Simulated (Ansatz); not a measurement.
`CB1CS1` + `[NH2][GaH2]` → `[GaH2][NH]B1CS1` + CH₄  (ligand exchange at a B–C bond)

Program: Ansatz. Geometries: PBE0-D4/def2-TZVP. ΔE: electronic, gas phase. CBS: MP2 limit from def2 TZ/QZ plus the TZ coupled-cluster correction, frozen cores. This one scheme is used for every species. Functionals use def2-TZVPP. B3LYP here is the variant with VWN-RPA as its local correlation; programs differ in this. For Ga outer-core shells are correlated without core-valence functions, which leaves a few kJ/mol of doubt a bond. Scalar relativity is left out up to krypton. Each species was taken in one conformer, which may not be the lowest.

(1) Is it downhill or uphill in electronic energy at CCSD(T)/CBS, and by how much? (Estimate.)

(2) What do these levels give: PBE-D4, revPBE-D4, B3LYP-D4, BHLYP-D4, ωB97M-V, BHLYP, HF/def2-SVP, MP2/def2-SVP, CCSD/def2-SVP, CCSD/def2-TZVPP, HF/def2-QZVPP, MP2/CBS(def2)? (Best estimate.)

Largest T1 diagnostic among the species: 0.014.

## Answers

(1) Ansatz gave: Downhill: ΔE = -100.9 kJ/mol.

(2) Computed: PBE-D4 -99.4, revPBE-D4 -101.8, B3LYP-D4 -107.1, BHLYP-D4 -110.2, ωB97M-V -101.3, BHLYP -104.6, HF/def2-SVP -116.4, MP2/def2-SVP -115.5, CCSD/def2-SVP -112.1, CCSD/def2-TZVPP -104.2, HF/def2-QZVPP -107.5, MP2/CBS(def2) -103.4 kJ/mol.

The D4 term adds −5.9 kJ/mol with B3LYP and −3.4 kJ/mol with PBE0; it sums over pairs of atoms, weighted by their polarisabilities, and B3LYP, whose exchange is more repulsive, gets the larger term. Leaving LDA and LC-ωPBE aside and taking each functional with its dispersion term where it has one, the values spread over 10.8 kJ/mol, from BHLYP-D4 to PBE-D4.
